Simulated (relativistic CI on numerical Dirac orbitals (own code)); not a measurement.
## d7 in a ligand field

Computed with a parametric ligand-field model of a d^n configuration (Racah B and C, spin-orbit zeta, crystal field), exact diagonalisation.

Field parameters in Wybourne normalisation: D4h B²₀ = −7Ds, B⁴₀ = 21(Dq − Dt), B⁴₄ = 21√(5/14) Dq; Oh B⁴₀ = 21Dq, B⁴₄ = √(5/14) B⁴₀; Td as Oh with Dq negative (B⁴₀ = 21Dq, B⁴₄ = √(5/14) B⁴₀). The field is a parameter set, without covalency.

**Question.** Ground term and bands for B = 910, C = 4460, ζ = 0 cm⁻¹, Td, 10Dq = -2650 cm⁻¹?

**Answer.** Ground term 4A2 with 4.00 electrons in the two orbitals of the cubic e set. Spin-allowed: 4T2 2650 cm⁻¹, 4T1 4678 cm⁻¹ (2138 nm), 4T1 16922 cm⁻¹ (591 nm). Lowest spin-forbidden: 2E 18614 cm⁻¹ (537 nm), 2T1 18988 cm⁻¹ (527 nm), 2A1 19670 cm⁻¹ (508 nm). With an A2 ground term the first spin-allowed band lies at |10Dq| itself.

**Question.** Ground term and bands for B = 570, C = 2130, ζ = 0 cm⁻¹, D4h, 10Dq = 21700, Ds = 230, Dt = -480 cm⁻¹?

**Answer.** Ground term 2B1 with 1.02 electrons in the two orbitals of the cubic e set. Spin-allowed: 2A1 1477 cm⁻¹, 2B2 20836 cm⁻¹ (480 nm), 2A2 21552 cm⁻¹ (464 nm), 2E 24541 cm⁻¹ (407 nm). Lowest spin-forbidden: 4A2 12584 cm⁻¹ (795 nm), 4E 15612 cm⁻¹ (641 nm), 4E 36335 cm⁻¹ (275 nm).

**Question.** Ground term and bands for B = 490, C = 2040, ζ = 0 cm⁻¹, D4h, 10Dq = 36650, Ds = -640, Dt = 50 cm⁻¹?

**Answer.** Ground term 2B1 with 1.01 electrons in the two orbitals of the cubic e set. Spin-allowed: 2A1 2286 cm⁻¹, 2E 34881 cm⁻¹ (287 nm), 2B2 35836 cm⁻¹ (279 nm), 2E 36367 cm⁻¹ (275 nm). Lowest spin-forbidden: 4E 26806 cm⁻¹ (373 nm), 4A2 28944 cm⁻¹ (345 nm), 4B2 62327 cm⁻¹ (160 nm).

**Question.** A d7 ion in Oh symmetry has the ground term 2E and bands at 4T1 13909 cm⁻¹ (719 nm), 2T1 29103 cm⁻¹ (344 nm), 2T2 29982 cm⁻¹ (334 nm), 2T1 34982 cm⁻¹ (286 nm), 4T2 43857 cm⁻¹ (228 nm), 2T2 48697 cm⁻¹ (205 nm), 4T1 54704 cm⁻¹ (183 nm). Which parameters reproduce them?

**Answer.** B = 850, C = 3750, ζ = 0 cm⁻¹, Oh, 10Dq = 31850 cm⁻¹.

**Question.** Ground term and bands for B = 440, C = 1660, ζ = 0 cm⁻¹, Td, 10Dq = -2450 cm⁻¹?

**Answer.** Ground term 4A2 with 4.00 electrons in the two orbitals of the cubic e set. Spin-allowed: 4T2 2450 cm⁻¹, 4T1 4229 cm⁻¹ (2365 nm), 4T1 9721 cm⁻¹ (1029 nm). Lowest spin-forbidden: 2E 7711 cm⁻¹ (1297 nm), 2T1 8052 cm⁻¹ (1242 nm), 2A1 9190 cm⁻¹ (1088 nm). With an A2 ground term the first spin-allowed band lies at |10Dq| itself.
